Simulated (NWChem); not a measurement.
## Atomisation of HSb

```
Sb
H 1 1.7329
```
Charge 0, spin multiplicity 3.

Everything below was run with NWChem. Structure: optimised with UB3LYP/def2-SVP with def2 effective core potentials on Sb, a minimum by its harmonic frequencies.

Basis set: def2-QZVP. The atomisation energy is electronic alone: no zero-point, thermal, spin-orbit or counterpoise terms. No value is extrapolated to the basis-set limit. Free atoms are single determinants with multiplicities Sb 4, H 2. Correlated methods freeze the same cores in atoms and molecule, 4 orbitals in all.

Costs are rough ratios of processor time within this set of runs, SCF included, with PBE0 as 1. Costs are the molecule's.

Effective core potentials replace the inner electrons of Sb; spin-orbit coupling is left out. The correlated methods keep 4 core orbitals frozen. B3LYP has NWChem's definition, with VWN1-RPA local correlation. GW and range-separated runs recompute their integrals, the others keep them in memory, which bears on the times. This spin state was chosen for the runs; another may lie lower. The structure started from a generated list of species. The unpaired electrons of the parent sit in orbitals of symmetry b1 and b2 (C2v labels of the run); other states weren't searched. No SCF solution was tested for a lower state. Open-shell Hartree-Fock references start from PBE0 orbitals; any time given for them includes that run.

```csv
method,atomisation energy (kcal/mol),relative cost
MP2,53.3,6
PBE0,59.7,1
BP86,65.1,under 3
LDA (SVWN5),71.5,under 3
CAM-B3LYP,63.3,10
HF,37.7,under 3
PBE,61.2,under 3
BHandHLYP,[?],under 3
B3LYP,[?],under 3
```

### Question
Some entries are withheld; supply them.

### Answer

- BHandHLYP, atomisation energy (kcal/mol): 61.3
- B3LYP, atomisation energy (kcal/mol): 63.5
